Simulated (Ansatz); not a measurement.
CuN₃FH₉, that is [Cu(NH3)3F]+ with one electron more: single points at one geometry.

```yaml
crystal:
  periodic: [false, false, false]
  atoms:
    - {symbol: Cu, position_ang: [0.002102, -0.303194, -0.000901]}
    - {symbol: N, position_ang: [2.036316, -0.593774, -0.025487]}
    - {symbol: H, position_ang: [2.582508, -0.278047, -0.839838]}
    - {symbol: H, position_ang: [1.931611, -1.625214, -0.078400]}
    - {symbol: H, position_ang: [2.579350, -0.368783, 0.820607]}
    - {symbol: N, position_ang: [-0.002122, 1.750521, 0.035061]}
    - {symbol: H, position_ang: [-0.777182, 2.145865, 0.589007]}
    - {symbol: H, position_ang: [-0.101295, 2.150331, -0.911730]}
    - {symbol: H, position_ang: [0.862094, 2.157965, 0.423020]}
    - {symbol: N, position_ang: [-2.032657, -0.595826, 0.012006]}
    - {symbol: H, position_ang: [-2.602014, -0.262132, -0.779026]}
    - {symbol: H, position_ang: [-2.551485, -0.390649, 0.878036]}
    - {symbol: H, position_ang: [-1.929462, -1.625900, -0.064417]}
    - {symbol: F, position_ang: [0.002225, -2.161181, -0.057927]}
basis:
  gaussian: {orbitals: def2-TZVP, initial_orbitals: start.molden}
hamiltonian: {xc: pbe, dispersion: d4}
scf: {omitted_lower_state_checks: [starts]}
output: {orbitals: {seedname: orbitals}}
```

The file start.molden holds the orbitals of an earlier run on this structure, at another level or in another basis.

```sh
$ ansatz run in.yaml --threads 4 --pin off --events-out ev --progress --plain --max-ram 4787MiB
```

It prints (some lines left out):

```
Functional definition: PBE
1470 factors; their error is unknown
mean field evaluation 1: about -51964.3669 eV, gradient 1.2e1 eV
mean field evaluation 2: about -51964.5982 eV, gradient 1.8e0 eV
mean field evaluation 4: about -51964.5399 eV, gradient 4.5e-1 eV
mean field evaluation 8: about -51964.5403 eV, gradient 5.7e-6 eV
mean field -51964.54028598 eV, -1909.6616326794 hartree, gradient 5.7e-6 eV, S^2 0.000000; 0 other end points of the search recorded, 0 dependent functions left out
reference -51964.54034406 eV, -1909.6616348135 hartree; 34, 34 occupied and 189, 189 virtual orbitals, 1470 factors
Total energy: -51964.78528024 eV, -1909.6706360523 hartree
Checks for a lower state left out: starts
```

Run time 3 s (4 threads of Arm Neoverse V1 on a shared host).

As the first input, with `gaussian: {orbitals: def2-TZVP}`, `hamiltonian: {xc: pbe0, dispersion: d4}` (abridged; 4 s):

```
Functional definition: PBE0
mean field evaluation 16: about -51964.6355 eV, gradient 1.9e-3 eV
mean field -51964.63549935 eV, -1909.6651317060 hartree, gradient 4.6e-5 eV, S^2 0.000000
Total energy: -51964.84324450 eV, -1909.6727661997 hartree
Checks for a lower state left out: starts
```

The first input with `hamiltonian: {xc: lda}` (abridged; 1.6 s):

```
Functional definition: SPW92
mean field -51849.10635972 eV, -1905.4195141331 hartree, gradient 1.8e-5 eV, S^2 0.000000
Total energy: -51849.10641305 eV, -1905.4195160932 hartree
Checks for a lower state left out: starts
```

Geometry: PBE-D4/def2-SVP, that of the charge +1 doublet.

This restricted singlet of an open-shell metal (gap down to 0.52 eV) wasn't tested against broken symmetry.
